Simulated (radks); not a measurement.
Values are calculated unless marked as measured or tabulated.
Problem. Valence configurations of the iridium ion Ir2+ (all share [Xe]). Level of theory: scalar-relativistic Kohn-Sham, PBE, spin-unpolarised, spherical densities, point nucleus (a radial shooting solver on a logarithmic mesh with Libxc functionals). Order these by energy: 4f13 5d7 6p1; 4f14 5d6 6p1; 4f12 5d9; 4f12 5d7 6p2; 4f13.5 5d7 6p0.5; 4f14 5d6 6s1; 4f11.5 5d9 6p0.5; 4f14 5d7; 4f13 5d7 6s1; 4f13 5d8.

Solution. From the lowest, in eV above it: 4f14 5d7 0.000; 4f14 5d6 6s1 3.496; 4f14 5d6 6p1 11.403; 4f13.5 5d7 6p0.5 34.669; 4f13 5d8 60.178; 4f13 5d7 6s1 64.839; 4f13 5d7 6p1 72.931; 4f12 5d9 129.97; 4f12 5d7 6p2 160.68; 4f11.5 5d9 6p0.5 175.67. NIST lists [Xe] 4f14 5d7 as the ground configuration; this level of theory agrees among the configurations tried. The energies are those of spherical spin-averaged densities, not of single terms.
